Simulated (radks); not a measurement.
The dysprosium anion Dy- inside a hard spherical wall (all orbitals vanish at R), configuration held at [Xe] 4f11 6s2 and not refilled when levels cross. All-electron calculation, scalar-relativistic Kohn-Sham, r2SCAN, spin-polarised, spherical densities, finite nucleus; open shells are filled with parallel spins first (spin-orbit coupling, left out, can overturn this in heavy ions); meta-GGA in the generalised Kohn-Sham scheme; Fermi nuclear charge, rms radius 5.2218 fm. Program: a radial shooting solver on a logarithmic mesh with Libxc functionals. Eigenvalues in eV for spin up, with the zero of energy where the potential of the charges vanishes at infinity; a dash marks a level that is unbound or too diffuse for the functional's potential to be trusted. A positive occupied level is held by the wall or, in an anion where self-interaction has pushed it up, behind a barrier. The pressure on the wall is -dE/dV.

R (bohr)  E (hartree)  kinetic (hartree)    e(5s)    e(5p)   e(6s)  e(6p, empty)  e(5d, empty)   e(4f)  pressure (GPa)
8         -12157.3430          13114.846  -41.330  -17.386   2.420             -             -   6.202            1.78
6         -12157.1541          13115.300  -37.436  -13.745   5.984        10.419         9.593  10.342            11.4
3.5       -12155.1965          13121.715  -25.284   -2.305  32.122        45.897        25.133  24.266             509
3         -12153.1605          13128.754  -17.939    5.368  54.136        72.790        35.965  33.321            1580
2.5       -12148.1515          13145.399   -3.929   21.130  100.42        126.25        57.661  50.185            5920
2         -12133.8266          13189.800   28.699   59.389  209.35        246.36        108.09  84.194           28400
1.5       -12082.4144          13339.956   133.13   180.59  515.97        571.27        254.93  164.05          205000
